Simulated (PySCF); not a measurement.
Harmonic spectrum computed at PBE0 in the def2-TZVP basis family (core potentials from Rb on, PySCF, no spin–orbit coupling):

```
ω (cm⁻¹)  IR (km/mol, summed over degenerate members)  degeneracy
     125                                         46.8           2
     547                                         27.8           1
     698                                         45.7           1
```

Task: Which molecule gave it? In each, all ligands are bound to the one heavy central atom.
A. FPdN (triplet)
B. FRuN (singlet)
C. FGeN (singlet)
D. FCuN (quartet)
E. FSnN (singlet)

Result: D. It has C∞v symmetry with Cu–F 1.761 Å, Cu–N 1.735 Å.
